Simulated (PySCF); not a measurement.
An unknown shows these calculated signals:

¹H NMR (500 MHz, computed): δ 7.62 (m, 3H), 7.24 (m, 3H), 5.11 (m, 3H), 4.65 (m, 1H).

¹³C{¹H} NMR (computed): δ 159.0 (CH), 145.6 (CH), 51.8 (CH).

Level of theory: coordinates at the GFN2-xTB level, σ from GIAO-PBE0/pcSseg-1, in PySCF 2.14 (fast rotation and ring inversion assumed for equivalent nuclei, relativity neglected, one computed conformer, isolated molecule).

References, each an isolated molecule treated in the same way: TMS for ¹H (σref 31.72) and ¹³C (σref 186.93).

Question: Which of these does the molecule contain: an S-methyl group, a non-aromatic C=C double bond, a Si–H bond, a vinyl group CH=CH2, a tert-butyl group?

Answer: 
- An S-methyl group: no.
- A non-aromatic C=C double bond: yes.
- A Si–H bond: yes (δH 5.11 (m)).
- A vinyl group CH=CH2: no.
- A tert-butyl group: no.

The data belong to `[SiH3]N=P12C=CC(C=C1)C=C2`, C7H10NPSi; they needn't prove each group on their own.

Carbon signals by region: 2 in the sp2 and nitrile region (100–160 ppm), 1 at 50–100 ppm.

Splittings by ³¹P in the carbon and heteronuclear signals aren't shown, as no couplings were computed. Shifts are as computed. Against solution values, carbons near 30 ppm lie about +3 ppm off and those near 130 ppm about +5 ppm. Of 1211 compounds with measured shifts, 218 miss one by over three times the rms of a fit or turn the order of signals round; such compounds aren't used in these exercises. No couplings were computed; multiplicities are counted from neighbouring protons, with m where these are inequivalent, close in shift, in a saturated or five-membered ring or joined by F or P, and br s for small geminal =CH2 splittings.
